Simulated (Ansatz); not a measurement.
Results of the Gaussian-basis code of Ansatz.

Basis-set series for C₂H₉FGaN (`[CH3][Ga-]([CH3])([NH3+])[F]`). Total charge 0; spin multiplicity 1. All single points use the PBE0-D4/def2-TZVP geometry. It is one conformer, not always the lowest.

```tsv
functional	basis	functions	energy (Eh)	HOMO (eV)	LUMO (eV)
PBE0-D4	def2-TZVPP	298	-2160.76224	-7.14	-0.04
PBE0-D4	def2-QZVPP	587	-2160.81969	-7.18	-0.31
ωB97M-V	def2-TZVPP	298	-2161.06075	-9.38	1.34
ωB97M-V	def2-QZVPP	587	-2161.11629	-9.41	0.90
```

Task: Give the rows for def2-SVP. (Estimate.)

Result: The calculation gave: 
```tsv
functional	basis	functions	energy (Eh)	HOMO (eV)	LUMO (eV)
PBE0-D4	def2-SVP	133	-2160.23279	-7.02	0.54
ωB97M-V	def2-SVP	133	-2160.52071	-9.25	2.10
```

Positive LUMOs are unbound and depend on the basis. Scalar relativity is left out up to krypton.
